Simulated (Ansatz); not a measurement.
A nudged elastic band was laid between two geometries of CH5FGeN2 (10 atoms, charge 0, multiplicity 1).

The calculation used RKS PBE/def2-mTZVP in Ansatz.

| Quantity | Value |
| --- | --- |
| movable images | 7 |
| climbing image | yes |
| spring | 5.0 eV/Å² |
| optimiser | quadratic models (default) |
| start path | through a guess of the saddle point |
| force threshold | 0.05 eV/Å |
| iteration limit | 60 |
| end points | relaxed |

First end point:

```xyz
10
Properties=species:S:1:pos:R:3
N -0.250 -0.745 1.538
C -0.430 -1.201 0.255
N -0.120 -0.664 -0.868
Ge 0.559 1.026 -1.126
F -0.484 1.752 -2.356
H -0.020 0.234 1.698
H -0.744 -1.211 2.295
H -0.874 -2.213 0.242
H 0.474 2.027 0.073
H 1.971 0.945 -1.748
```

Last end point:

```xyz
10
Properties=species:S:1:pos:R:3
N -1.042 -0.639 1.069
C 0.043 -1.217 0.481
N 0.865 -0.727 -0.380
Ge 0.806 0.969 -1.063
F -0.538 1.917 -0.302
H -1.262 0.342 0.891
H -1.560 -1.133 1.788
H 0.195 -2.261 0.809
H 2.095 1.747 -0.713
H 0.480 0.950 -2.576
```

**Question.** What changes between the two ends?

**Answer.** No bond is made or broken. The dihedral C2–N3–Ge4–H9 goes from -14 to 119°.

**Question.** Give the energies along the band, and the barrier.

**Answer.** The run converged. The highest image is number 1 of 0 to 8, 0.0 kcal/mol above the first end and 5.9 kcal/mol above the last; the last end lies 5.9 kcal/mol below the first. The top lies less than 8 meV above the higher end, about what the thresholds resolve: that end is a shoulder or a very shallow well. A vibrational analysis at the climbing image gives no mode beyond 40i cm⁻¹: the surface is too flat there to confirm a saddle point.

```csv
image,path coordinate (Å),energy (kcal/mol),dihedral C2–N3–Ge4–H9 (°)
0,0.00,0.0,-14
1,0.57,0.0,3
2,1.15,-0.1,21
3,1.72,-0.6,35
4,2.30,-1.7,49
5,2.88,-3.3,63
6,3.45,-4.9,79
7,4.03,-5.8,98
8,4.61,-5.9,119
```

**Question.** What is the geometry of the highest image?

**Answer.** 
```xyz
10
Properties=species:S:1:pos:R:3:forces:R:3
N -0.385 -0.680 1.524 0.00 0.00 0.00
C -0.380 -1.216 0.263 0.00 0.00 0.00
N 0.023 -0.724 -0.853 0.00 0.00 0.00
Ge 0.626 0.995 -1.127 0.00 0.00 0.00
F -0.597 1.776 -2.142 0.00 0.00 0.00
H -0.204 0.312 1.663 0.00 0.00 0.00
H -0.902 -1.151 2.262 0.00 0.00 0.00
H -0.756 -2.255 0.264 0.00 0.00 0.00
H 0.737 1.942 0.114 0.00 0.00 0.00
H 1.922 0.949 -1.963 0.00 0.00 0.00
```

Time of the run: 7.3 min on 2 threads of Arm Neoverse V2 (shared host), peak memory 0.25 GiB.
